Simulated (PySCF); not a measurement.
A PySCF script (with the pyscf-properties extension) for the NMR shieldings of SMILES ClB(S/C=C\CC)Cl, C₄H₇BCl₂S, on a GFN2-xTB geometry:

```python
import basis_set_exchange as bse
import numpy as np
from pyscf import gto, dft
from pyscf.prop import nmr

atoms = """
C    -2.021269    1.431177   -0.401096
C    -1.541343    0.116366    0.214710
C    -0.542754   -0.548593   -0.670482
C     0.729736   -0.772616   -0.383670
S     1.473581   -0.318410    1.169744
B     3.192652   -0.796623    0.991723
Cl    4.259886   -0.484110    2.320672
Cl    3.847370   -1.547607   -0.428886
H    -1.187023    2.118546   -0.515624
H    -2.767370    1.896961    0.237422
H    -2.462682    1.258197   -1.379949
H    -2.397651   -0.550312    0.345986
H    -1.095630    0.304470    1.191199
H    -0.903055   -0.850382   -1.645541
H     1.411138   -1.249076   -1.068119
"""
names = dict.fromkeys(["C", "S", "B", "Cl", "H"], "pcSseg-1")
basis = {el: gto.basis.parse(bse.get_basis(n, elements=[el], fmt="nwchem")) for el, n in names.items()}
mol = gto.M(atom=atoms, basis=basis, charge=0, verbose=0)
mf = dft.RKS(mol, xc="PBE0")
mf.grids.level = 2
mf.grids.alignment = dft.numint.BLKSIZE   # the property module wants whole blocks of grid points
mf.conv_tol = 1e-9
mf.kernel()

calc = nmr.RKS(mf)   # GIAO
C = mf.mo_coeff
Co = C[:, mf.mo_occ > 0]
resp = mf.gen_response(singlet=True, hermi=2)
def vind(x):   # induced exchange potential for any number of trial vectors
    d = np.einsum("pi,xij,qj->xpq", C, 2 * x.reshape(-1, C.shape[1], Co.shape[1]), Co, optimize=True)
    return np.einsum("xpq,pi,qj->xij", resp(d - d.transpose(0, 2, 1)), C, Co, optimize=True).ravel()
mo1, _ = nmr.rhf.solve_mo1(calc, with_cphf=vind)
sigma = calc.kernel(mo1)
for i, s in enumerate(sigma):   # ppm
    w = np.linalg.eigvalsh((s + s.T) / 2)
    print("%2d %-2s iso %8.1f  s11 %8.1f  s22 %8.1f  s33 %8.1f" % (i, mol.atom_pure_symbol(i), w.mean(), *w))
```

**Question.** What does it print?

**Answer.** 
```
 0 C  iso    171.2  s11    160.8  s22    166.6  s33    186.4
 1 C  iso    157.8  s11    145.2  s22    161.3  s33    167.0
 2 C  iso     43.4  s11    -69.7  s22     47.9  s33    151.9
 3 C  iso     57.8  s11    -35.7  s22     83.0  s33    126.1
 4 S  iso    399.5  s11    197.3  s22    427.0  s33    574.1
 5 B  iso     47.2  s11      9.8  s22     49.7  s33     82.2
 6 Cl iso    717.6  s11    482.5  s22    793.0  s33    877.3
 7 Cl iso    716.0  s11    465.8  s22    759.2  s33    923.0
 8 H  iso     30.8  s11     26.2  s22     30.3  s33     35.9
 9 H  iso     30.4  s11     26.0  s22     27.5  s33     37.8
10 H  iso     30.7  s11     26.6  s22     28.5  s33     36.9
11 H  iso     29.6  s11     25.0  s22     27.9  s33     35.7
12 H  iso     29.2  s11     23.7  s22     29.7  s33     34.1
13 H  iso     25.5  s11     23.0  s22     25.1  s33     28.6
14 H  iso     25.2  s11     19.8  s22     24.5  s33     31.4
```

These numbers come from an equivalent density-fitted implementation of the same equations, which agrees with the script to about 0.01 ppm for H and up to a few tenths of a ppm for heavy atoms, so last digits may differ.

Size and cost of the density-fitted run: 192 basis functions, 58 s wall time on 1 thread of an Arm Neoverse N1, shared host; peak memory 0.79 GiB.
